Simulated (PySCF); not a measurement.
Isomers of C7H7F, one GFN2-xTB conformer each. Single-point energies are computed at PBE0/pcSseg-1 (PySCF, gas phase, no added dispersion term), electronic only.

Question: Rank them by PBE0/pcSseg-1 energy, lowest first (kcal/mol).
A. `Cc1ccc(F)cc1`
B. `Cc1ccccc1F`

Answer: B (0.0), A (1.1).

Neighbours under 2.5 kcal/mol apart (Cc1ccccc1F and Cc1ccc(F)cc1) can change places with a better method, another conformer or zero-point energy. GFN2-xTB itself gives, in the same order: 0.3, 0.0. GFN2-xTB puts Cc1ccc(F)cc1 lowest instead.

Question: Which frontier levels, dipoles and rotational constants go with these structures?

Answer: 
```tsv
SMILES	HOMO (eV, PBE0/pcSseg-1)	LUMO (eV)	dipole (D)	A, B, C (MHz)
Cc1ccccc1F	-7.07	-0.31	1.27	3266, 2203, 1327
Cc1ccc(F)cc1	-6.95	-0.45	2.00	5566, 1445, 1156
```

Question: As an exercise, what shares would exp(−E/RT) give at 298.15 K from these electronic energies alone (no entropy, no degeneracies)?

Answer: RT = 0.592 kcal/mol: Cc1ccccc1F 86.3 %, Cc1ccc(F)cc1 13.7 %.
